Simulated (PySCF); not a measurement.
1-butanol (C4H10O), SMILES C(CO)CC.

Geometry optimised at PBE0-D3(BJ)/def2-SVP. One conformer was computed; it need not be the lowest.

All values below come from ωB97X/def2-TZVP run with PySCF.

Symmetry labels are those of the subgroup Cs that the program uses (full group Cs).

Computed valence orbital energies around the gap with their symmetry:
```tsv
orbital	symmetry	energy (eV)
HOMO−7	A"	-14.79
HOMO−6	A'	-13.83
HOMO−5	A"	-12.77
HOMO−4	A'	-12.70
HOMO−3	A'	-11.92
HOMO−2	A'	-11.57
HOMO−1	A"	-11.56
HOMO	A"	-10.29
LUMO	A'	3.20
LUMO+1	A'	3.38
LUMO+2	A'	4.11
LUMO+3	A"	4.35
```
